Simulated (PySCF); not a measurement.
# Structure elucidation problem

Molecular formula: C₄H₇F₃OSi₂. Simulated spectra:

$^{1}$H NMR (400 MHz, computed): δ 4.65 (m, 1H), 4.51 (m, 1H), 4.50 (m, 1H), 4.13 (d, 3H), 2.05 (m, 1H).

$^{13}$C{$^{1}$H} NMR (computed): δ 131.3 (C), 107.1 (CH), 83.6 (C), 65.0 (CH).

- coordinates at the GFN2-xTB level
- σ from GIAO-PBE0/pcSseg-1
- run in PySCF 2.14.0 with density-fitted response routines
- isolated molecule, relativity neglected, one conformer, fast rotation and ring inversion assumed for equivalent nuclei

Scale: $^{1}$H (σ = 31.72 ppm), $^{13}$C (σ = 186.93 ppm) vs TMS (reference shieldings calculated alike).

**Question.** Which of these isomers gave the spectra?
A. C#C[SiH2][C@H]([SiH3])OC(F)(F)F
B. FC(F)(F)CC#C[SiH2]O[SiH3]
C. O=C/C([SiH3])=C/C(F)(F)[SiH2]F

**Answer.** A. 

- The formula gives 2 degrees of unsaturation (no ring in the answer).
- 4 carbon signals for 4 carbons: no two carbons are equivalent.
- Carbon types of the structure: 2 × C, 2 × CH, leaving 5 H on heteroatoms.
- δC 131.3: CF3 carbon; 4 electronegative neighbours deshield it.
- δC 107.1: terminal alkyne carbon.
- δC 83.6: alkyne carbon; the triple bond shields along its axis, which puts it between sp3 and sp2 carbons.
- δC 65.0: sp3 CH bonded to O and 2 Si; pulled downfield by the heteroatom.
- δH 2.05: hydrogen on a terminal alkyne carbon; it lies on the axis of the triple bond, in its shielding cone.

The others: O=C/C([SiH3])=C/C(F)(F)[SiH2]F would give 4 signals for carbon-bound and other non-exchanging H, not 5; FC(F)(F)CC#C[SiH2]O[SiH3] would give 3 signals for carbon-bound and other non-exchanging H, not 5.

Splittings by $^{19}$F in the carbon and heteronuclear signals aren't shown, as no couplings were computed. Shifts are as computed. Against solution values, carbons near 30 ppm lie about +3 ppm off and those near 130 ppm about +5 ppm. Of 1309 compounds with measured shifts, 239 miss one by over three times the rms of a fit or turn the order of signals round; such compounds aren't used in these exercises. No couplings were computed; multiplicities are counted from neighbouring protons, with m where these are inequivalent, close in shift, in a saturated or five-membered ring or joined by F or P, and br s for small geminal =CH2 splittings.
